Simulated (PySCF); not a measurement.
# Electron correlation in Er (erbium, neutral)

[Xe] 4f11 6s2 6p1, one real determinant (an excited configuration). All numbers are calculated (PySCF 2.14, scalar relativity by spin-free X2C-1e, in x2c-TZVPPall (11s7p7d4f2g, 113 functions)). Frozen: [Kr] 4d10; 22 electrons correlated.

MP2 pair energies summed by pair of shells (mhartree):

| pair | energy | share (%) |
| --- | --- | --- |
| 4f-4f | -376.31 | 43.6 |
| 4f-5p | -203.63 | 23.6 |
| 5p-5p | -119.42 | 13.8 |
| 4f-5s | -44.69 | 5.2 |
| 5p-6s | -33.93 | 3.9 |
| 5s-5p | -30.52 | 3.5 |
| 4f-6s | -17.04 | 2.0 |
| 6s-6s | -11.90 | 1.4 |
| 6s-6p | -8.31 | 1.0 |
| 5s-5s | -5.92 | 0.7 |
| 5p-6p | -5.46 | 0.6 |
| 4f-6p | -2.95 | 0.3 |
| 5s-6s | -2.06 | 0.2 |
| 5s-6p | -0.41 | 0.0 |

Total MP2 correlation energy: -862.55 mhartree.

Same-spin part -329.75 and opposite-spin part -532.80 mhartree; SCS-MP2 scales them by 1/3 and 6/5 to -749.27 mhartree.

The basis was made for the ground configuration and has no added diffuse functions, which can raise the energy of the promoted electron.

The reference is one real determinant that mixes LS terms of this configuration.
